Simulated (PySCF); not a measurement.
Coordinates in bohr (charge 0 multiplicity 1):
```
Se    0.0000    0.0000    0.0000
N     0.0000    0.0000    3.0441
N     0.0000    0.0000   -3.0441
```

All numbers come from PBE0/[Se def2-TZVP, N def2-TZVP], no relativity, density fitting, PySCF.

This geometry of SeN2 is a stationary point at this level.

Q: What is the point group?

A: D∞h.

Q: Is it a minimum?

A: Yes: all harmonic wavenumbers are real.

Q: List the harmonic modes with their infrared intensities.

A: 
```tsv
symmetry	ω (cm⁻¹)	IR (km/mol, summed over degenerate members)	type
πu	165	18.4	bend
σg+	983	0.0	stretch
σu+	1130	22.7	stretch
```

Q: Give the ideal-gas entropy at 298.15 K and 1 bar by parts.

A: translation 167.2, rotation 59.0, vibration 21.5, spin 0.0; total 247.8 J/(mol K).

In D∞h the vibrations span πu + σg+ + σu+. The σg+ mode carries no infrared intensity, as symmetry demands. With a centre of inversion only u modes can be infrared active and only g modes Raman active.
